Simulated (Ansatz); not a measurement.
Isolated molecules relaxed with PBE0-D4/def2-TZVP in Ansatz; ΔE leaves out vibrations. CCSD(T)/CBS adds triple-zeta CCSD(T) − MP2 to the extrapolated MP2 energy (def2 sets, frozen cores). This one scheme is used for every species. One conformer a species, not always the lowest.

Reaction (cleavage of the Si–Si bond): `BCS[SiH2][SiH3]` + H–F → `BCS[SiH2]F` + SiH₄

`BCS[SiH2][SiH3]`:

Cartesian coordinates in Å:
```
B 2.315 -0.810 1.693
C 1.128 -0.095 0.993
S -0.497 -0.850 1.299
Si -1.732 0.430 0.121
Si -1.236 0.221 -2.159
H 2.182 -1.822 2.313
H 3.402 -0.321 1.581
H 1.359 -0.089 -0.082
H 1.124 0.963 1.285
H -1.562 1.849 0.549
H -3.131 0.006 0.388
H 0.221 0.431 -2.386
H -1.594 -1.143 -2.629
H -1.979 1.227 -2.968
```

H–F:

```xyz
2

F     0.253   -0.132   -0.361
H    -0.253    0.132    0.361
```

`BCS[SiH2]F`:

Cartesian coordinates in Å:
```
B 0.027 -0.854 -2.179
C 0.163 -0.506 -0.672
S -0.573 1.090 -0.189
Si -0.248 1.035 1.889
F 1.304 1.166 2.261
H -0.439 -0.097 -2.976
H 0.431 -1.922 -2.539
H 1.239 -0.506 -0.450
H -0.254 -1.322 -0.070
H -0.681 -0.269 2.448
H -0.970 2.185 2.476
```

SiH₄:

```xyz
5

Si    0.000    0.000    0.000
H    -0.210    0.875   -1.181
H     0.990    0.627    0.911
H     0.507   -1.322   -0.448
H    -1.287   -0.180    0.717
```

```tsv
species	CCSD(T)/CBS(def2) energy (Eh)
`BCS[SiH2][SiH3]`	-1044.18324
H–F	-100.39570
`BCS[SiH2]F`	-853.16736
SiH₄	-291.46306
```

Question: Work out ΔE.

Answer: ΔE = (-853.16736) + (-291.46306) − (-1044.18324) − (-100.39570) = -0.05148 Eh = -135.2 kJ/mol.

Largest T1 diagnostic among the species: 0.012.

The D4 term adds +11.0 kJ/mol with B3LYP and +6.4 kJ/mol with PBE0; it sums over pairs of atoms, weighted by their polarisabilities, and B3LYP, whose exchange is more repulsive, gets the larger term. In def2-TZVPP, CCSD(T) changes the Hartree–Fock value by +33.6 kJ/mol (the triples alone add +4.5 kJ/mol) and MP2 by +29.5 kJ/mol.

B3LYP here is the variant with VWN-RPA as its local correlation; programs differ in this.
